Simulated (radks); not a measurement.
Results of a calculation; reference values are marked as such.
The gold anion Au-, [Hg], held by a Watson sphere: a shell of charge +1 at radius R that stands for the Madelung well of a crystal (potential energy -1/R inside, -1/r outside, in hartree with lengths in bohr). Code: a radial shooting solver on a logarithmic mesh with Libxc functionals. Model: scalar-relativistic Kohn-Sham, LDA (Slater exchange, VWN5 correlation), spin-polarised, spherical densities, point nucleus. Response by self-consistent Sternheimer equations with the Hartree and adiabatic LDA kernel, the relativistic mass of each level held fixed and spin-orbit coupling left out. The sphere does not respond.

| R (bohr) | e(5p) (eV) | e(5d) (eV) | e(6s) (eV) | <r> 6s (bohr) | sum of <r^2> (bohr^2) | X-ray form factor at sin(theta)/lambda = 0.2 1/angstrom | alpha (bohr^3) |
|---|---|---|---|---|---|---|---|
| 3.07 | -59.952 | -7.136 | -6.655 | 2.867 | 70.90 | 67.119 | 45.75 |
| 3.29 | -59.694 | -6.852 | -6.427 | 2.902 | 71.67 | 67.108 | 48.41 |
| 3.61 | -59.338 | -6.466 | -6.094 | 2.951 | 72.68 | 67.100 | 52.39 |
| 4.39 | -58.564 | -5.652 | -5.327 | 3.049 | 74.68 | 67.097 | 62.14 |
| 5.55 | -57.641 | -4.708 | -4.389 | 3.144 | 76.65 | 67.103 | 75.30 |
